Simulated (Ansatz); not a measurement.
Consider the isomerisation: `[CH3][Ga]([F])[F]` → `F[CH2][GaH][F]`.

Gas-phase electronic energies from Ansatz, PBE0-D4/def2-TZVP geometries. CBS: MP2 limit from def2 TZ/QZ plus the TZ coupled-cluster correction, frozen cores. DFT in def2-TZVPP. For Ga outer-core shells are correlated without core-valence functions, which leaves a few kJ/mol of doubt a bond. Scalar relativity is left out up to krypton. Each species was taken in one conformer, which may not be the lowest.

```csv
level,ΔE (eV)
r2SCAN0-D4,2.22
HF/CBS(def2),2.21
```

Question: What does CCSD(T)/CBS give? (Best estimate.)

Answer: Ansatz gave: +2.25 eV. The listed levels differ from it by -0.03, -0.04 eV.

Largest T1 diagnostic among the species: 0.014.

Leaving LDA and LC-ωPBE aside and taking each functional with its dispersion term where it has one, the values, not all of them listed here, spread over 0.20 eV, from revPBE-D4 to PBE-QIDH. LDA lies −0.04 eV from PBE without D4. From BLYP to BHLYP (50 % exact exchange), in def2-TZVPP and without D4, ΔE moves by +0.09 eV. In def2-TZVPP, CCSD(T) changes the Hartree–Fock value by +0.06 eV (the triples alone add +0.01 eV) and MP2 by +0.19 eV.
